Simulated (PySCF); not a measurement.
**A failing input for ZnSi**

```python
from pyscf import gto, dft
from pyscf.prop.polarizability import uhf as pol

mol = gto.M(
    atom='Zn 0 0 0; Si 0 0 2.305',
    basis='x2c-svpall',
    charge=0,
    spin=2,
    verbose=4,
)
mf = dft.UKS(mol, xc='pw91')
mf = mf.sfx2c1e()
mf.level_shift = 5.0
mf.kernel()
print('polarizability (a.u.)')
print(pol.Polarizability(mf).polarizability().round(4))
mf.dip_moment()
print('orbital energies (hartree):', [e[max(0, n-3):n+3].round(4) for e, n in zip(mf.mo_energy, mol.nelec)])
```

```bash
$ python input.py
```

The log, shortened:

```
[earlier lines left out]

cycle= 1 E= -2085.58780592326  delta_E= 0.122  |g|= 0.25  |ddm|=    1
cycle= 2 E= -2085.60420309024  delta_E= -0.0164  |g|= 0.182  |ddm|= 0.0729
cycle= 3 E= -2085.61400411687  delta_E= -0.0098  |g|= 0.154  |ddm|= 0.0591
cycle= 4 E= -2085.62143018147  delta_E= -0.00743  |g|= 0.135  |ddm|= 0.0502
cycle= 5 E= -2085.6268287894  delta_E= -0.0054  |g|= 0.124  |ddm|= 0.0466
cycle= 6 E= -2085.63105541683  delta_E= -0.00423  |g|= 0.116  |ddm|= 0.0402
cycle= 7 E= -2085.63465456047  delta_E= -0.0036  |g|= 0.11  |ddm|= 0.037
cycle= 8 E= -2085.63763667537  delta_E= -0.00298  |g|= 0.104  |ddm|= 0.0329
cycle= 9 E= -2085.64026490694  delta_E= -0.00263  |g|= 0.0977  |ddm|= 0.0302
cycle= 10 E= -2085.6425135958  delta_E= -0.00225  |g|= 0.0928  |ddm|= 0.028
[30 cycles left out]
cycle= 41 E= -2085.66041188226  delta_E= -0.000107  |g|= 0.0211  |ddm|= 0.00417
cycle= 42 E= -2085.66051193229  delta_E= -0.0001  |g|= 0.0203  |ddm|= 0.00402
cycle= 43 E= -2085.66060400399  delta_E= -9.21e-05  |g|= 0.0195  |ddm|= 0.00382
cycle= 44 E= -2085.66068964186  delta_E= -8.56e-05  |g|= 0.0188  |ddm|= 0.00372
cycle= 45 E= -2085.6607690286  delta_E= -7.94e-05  |g|= 0.0182  |ddm|= 0.00357
cycle= 46 E= -2085.66084229904  delta_E= -7.33e-05  |g|= 0.0175  |ddm|= 0.0034
cycle= 47 E= -2085.66091070906  delta_E= -6.84e-05  |g|= 0.0169  |ddm|= 0.00326
cycle= 48 E= -2085.66097425113  delta_E= -6.35e-05  |g|= 0.0163  |ddm|= 0.00317
cycle= 49 E= -2085.66103377838  delta_E= -5.95e-05  |g|= 0.0158  |ddm|= 0.00305
cycle= 50 E= -2085.66108909349  delta_E= -5.53e-05  |g|= 0.0153  |ddm|= 0.00295
SCF not converged.
SCF energy = -2085.66108909349 after 50 cycles  <S^2> = 2.0068331  2S+1 = 3.0045519
polarizability (a.u.)
Isotropic polarizability 4.9349060927
Polarizability anisotropy 3.65234789277
[[3.7175 0.     0.    ]
 [0.     3.7175 0.    ]
 [0.     0.     7.3698]]
Dipole moment(X, Y, Z, Debye):  0.00013,  0.00011, -2.35289
orbital energies (hartree): [array([-0.2508, -0.1597, -0.1597,  4.8721,  5.0055,  5.0055]), array([-0.4276, -0.3626, -0.2336,  4.8845,  4.8992,  4.8992])]
```

Problem. Which setting is at fault, why, and what does a mended input give?

Solution. The level shift (hartree) (5): a shift this large makes the steps tiny. With this edit
```diff
- mf.level_shift = 5.0
```
the run finishes: E(SCF) = -2085.661895 Eh, 12 cycles, ⟨S²⟩ = 2.011, μz(SCF) = -2.23 D, α(xx, yy, zz) = 41.6, 41.6, 97.7 bohr³.

The bond length is a typed value, not an optimised one. No search for the lowest solution was made.
